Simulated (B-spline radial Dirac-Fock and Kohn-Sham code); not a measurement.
# K emission of Pt

System: the Pt atom in the configuration 1s2 2s2 2p6 3s2 3p6 3d10 4s2 4p6 4d10 4f14 5s2 5p6 5d9 6s1.

The run's input, task.json:

```json
{"items": [{
  "Z": 78,
  "q": 0,
  "cfg": [[1, 0, 2], [2, 0, 2], [2, 1, 6], [3, 0, 2], [3, 1, 6], [3, 2, 10], [4, 0, 2], [4, 1, 6], [4, 2, 10], [4, 3, 14], [5, 0, 2], [5, 1, 6], [5, 2, 9], [6, 0, 1]],
  "A": 195,
  "rrms": 5.427,
  "do": ["binding", "quiet", "decay"],
  "holes": ["K", "L1", "L2", "L3", "M1", "M2", "M3", "M4", "M5", "N1", "N2", "N3", "N4", "N5", "N6", "N7"]
}]}
```

Command: `python xray_run.py task.json out`

These are calculated numbers from a B-spline atomic structure program; the model is independent-particle rates on relativistic LDA orbitals of the hole state (multipoles up to L = 3, Coulomb Auger matrix elements, transition energies from Dirac-Fock).

```csv
line,multipole,energy (eV),width (meV),share (%),tabulated share (%)
K-L1,M1,64502.8,16.1,0.0349,–
Kα2 (K-L2),E1,65117.0,13500,29.2,29.1
Kα1 (K-L3),E1,66826.4,23200,50.0,49.7
Kβ3 (K-M2),E1,75358.8,2500,5.41,5.63
Kβ1 (K-M3),E1,75738.8,4870,10.5,10.9
Kβ5'' (K-M4),E2,76187.2,62.0,0.134,–
Kβ5' (K-M5),E2,–,76.8,0.166,–
Kβ2'' (K-N2),E1,77774.9,585,1.26,1.35
Kβ2' (K-N3),E1,77865.7,1150,2.48,2.65
K-N4,E2,78055.7,15.8,0.0340,–
K-N5,E2,–,19.4,0.0420,–
K-O2,E1,78322.0,102,0.221,–
K-O3,E1,78336.7,193,0.417,–
```

The listed lines hold 100.0 % of the radiative rate. A dash stands for an energy that rests on an unreliable hole state. The radiative width is 46.3 eV in the length form and 47.3 eV in the velocity form; the two differ because the transition energies are not eigenvalue differences of the potential that gave the orbitals. Kα2/Kα1 is 0.585 and Kβ/Kα is 0.261; a single-potential model such as this gives Kβ/Kα some per cent low, since it omits exchange and overlap corrections. Tabulated shares: Scofield radiative rates as tabulated in xraylib 4.2.
